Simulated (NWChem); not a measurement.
System: SiNH3O, singlet; SMILES N[Si]O

The following NWChem deck was run.

```
start job
memory heap 200 mb stack 900 mb global 1100 mb
geometry units angstroms noautosym nocenter noautoz
  Si    -0.659099     0.060271     0.000000
  O      0.410278     1.349046     0.000000
  H      1.363083     1.202177     0.000000
  N      0.414803    -1.294355     0.000000
  H      1.432265    -1.294079     0.000000
  H      0.048031    -2.241187     0.000000
end
basis spherical
  Si library def2-tzvp
  O library def2-tzvp
  H library def2-tzvp
  N library def2-tzvp
end
dft
  xc b3lyp
  iterations 150
end
tddft
  cis
  ecut -17.5
  nroots 6
  notriplet
end
task tddft energy
```

Low-valent species are run as closed-shell singlets; no triplet was tried in these runs. Coordinates come from a PBE0/def2-SVP optimisation.

Core excitations by TDA in a window of 1s orbitals, non-relativistic and unshifted: absolute energies depend strongly on the exact-exchange share.

Question: Predict the main results of this run. (B3LYP/def2-TZVP, restricted-window TDA.) Quantities: first 1s excitation (eV); dipole oscillator strength of the first; first state with f > 0.002 (eV); dipole oscillator strength of that state.

Answer: 
```
Property                                  Result
----------------------------------------  ------
first 1s excitation (eV)                   518.0
dipole oscillator strength of the first   0.0108
first state with f > 0.002 (eV)            518.0
dipole oscillator strength of that state  0.0108
```
